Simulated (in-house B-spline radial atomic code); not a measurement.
Configurations of neutral zirconium, with energies counted from [Kr] 4d2 5s2. Method: scalar-relativistic (X2C) r2SCAN0, spin-polarised, spherical fractional occupations, exact exchange averaged over the configuration, Fermi nucleus of rms radius 4.2694 fm. Calculated with a radial B-spline atomic code at the basis-set limit. Shells without spins written out take the highest spin.

Occupations are held fixed; configurations that lie above the ionisation limit could autoionise.

```csv
configuration,E - E(ref) (eV),highest orbital,its <r> (bohr)
[Ar] 3d10 4s2 4p5 4d2 5s2 6p1,35.727,6p up,11.37
[Ar] 3d9 4s2 4p6 4d3 5s2,180.63,5s down,3.913
[Ar] 3d9 4s2 4p6 4d2 5s2 6s1,188.28,6s up,8.757
```

Q: Order these further configurations by energy, lowest first.
A. [Ar] 3d9 4s2 4p6 4d2 5s2 5p1
B. [Ar] 3d10 4s2 4p5 4d2 4f1 5s2
C. [Kr] 4d3 5s1

A: C (-0.2885 eV), B (36.59 eV), A (185.69 eV).

Q: Is the reference the lowest configuration at this level of theory?

A: No: [Kr] 4d3 5s1 lies 0.2885 eV lower with this functional.
